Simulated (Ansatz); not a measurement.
`[F][Zr]([Cl])([Cl])[Cl]` and `[F][Hf]([Cl])([Cl])[Cl]` differ in one element.

Ansatz, PBE0-D4/def2-TZVP geometries, multiplicity 1. 

Elements past krypton have def2 core potentials.

| property | `[F][Zr]([Cl])([Cl])[Cl]` |
| --- | --- |
| HOMO–LUMO gap (PBE0/def2-TZVPP) / eV | 7.27 |
| size of the dipole moment (B3LYP/def2-TZVPP) / D | 0.04 |
| HOMO energy (B3LYP/def2-TZVPP) / eV | -9.41 |
| LUMO energy (ωB97M-V/def2-TZVPP) / eV | -0.30 |
| ideal-gas entropy at 298 K and 1 bar (rigid rotor, harmonic PBE0-D4/def2-TZVP) / J/(mol·K) | 369 |
| size of the dipole moment (PBE/def2-TZVPP) / D | 0.02 |

Question: What does the change do to each property? (Estimate.)

Answer: Ansatz gave: 
```json
{"property": "HOMO–LUMO gap (PBE0/def2-TZVPP) / eV", "`[F][Hf]([Cl])([Cl])[Cl]`": "7.83", "shift": "0.56"}
{"property": "size of the dipole moment (B3LYP/def2-TZVPP) / D", "`[F][Hf]([Cl])([Cl])[Cl]`": "0.12", "shift": "0.08"}
{"property": "HOMO energy (B3LYP/def2-TZVPP) / eV", "`[F][Hf]([Cl])([Cl])[Cl]`": "-9.40", "shift": "0.01"}
{"property": "LUMO energy (ωB97M-V/def2-TZVPP) / eV", "`[F][Hf]([Cl])([Cl])[Cl]`": "0.26", "shift": "0.56"}
{"property": "ideal-gas entropy at 298 K and 1 bar (rigid rotor, harmonic PBE0-D4/def2-TZVP) / J/(mol·K)", "`[F][Hf]([Cl])([Cl])[Cl]`": "375", "shift": "6"}
{"property": "size of the dipole moment (PBE/def2-TZVPP) / D", "`[F][Hf]([Cl])([Cl])[Cl]`": "0.06", "shift": "0.04"}
```

B3LYP here is the variant with VWN-RPA as its local correlation; programs differ in this.
